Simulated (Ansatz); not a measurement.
Ansatz (a first-principles code) input (B3LYP/def2-TZVPD):

Ansatz 0.2 input:
```yaml
crystal:
  periodic: [false, false, false]
  atoms:
    - {symbol: Ge, position_ang: [-0.31566085, -0.13861252, -0.25058691]}
    - {symbol: O, position_ang: [1.13937697, 0.38824038, 0.88037767]}
    - {symbol: H, position_ang: [0.98613152, 1.32967773, 0.97575993]}
basis:
  gaussian:
    orbitals: def2-TZVPD
hamiltonian:
  xc: {name: B3LYP}
total_charge: -1
output: {forces: true}
```

Output:

```
Functional definition: B3LYP
integrals: 0.03 GiB planned
649 factors; their error is unknown
mean field: 0.29 GiB planned
mean field evaluation 1: about -58580.7253 eV, gradient 3.3e1 eV
mean field evaluation 2: about -58575.9099 eV, gradient 6.3e1 eV
mean field evaluation 4: about -58582.9431 eV, gradient 4.0e0 eV
mean field evaluation 8: about -58582.9647 eV, gradient 2.2e-2 eV
mean field evaluation 16: about -58583.1530 eV, gradient 4.5e-5 eV
mean field evaluation 32: about -58582.5877 eV, gradient 1.0e0 eV
mean field -58583.15304624 eV, -2152.8911653621 hartree, gradient 1.9e-5 eV, S^2 0.000000; 4 other end points of the search recorded, 0 dependent functions left out
the calculation of the forces begins
reference -58583.15322020 eV, -2152.8911717549 hartree; 21, 21 occupied and 82, 82 virtual orbitals, 649 factors
Total energy: -58583.15322020 eV, -2152.8911717549 hartree
Atom 0 at    -0.315661    -0.138613    -0.250587 Å, force     0.279939     0.066357     0.210058 eV/Å
Atom 1 at     1.139377     0.388240     0.880378 Å, force    -0.333208    -0.071481    -0.248415 eV/Å
Atom 2 at     0.986132     1.329678     0.975760 Å, force     0.053270     0.005124     0.038357 eV/Å
Dipole moment:    -0.009174     0.149403     0.025729 e Å
```
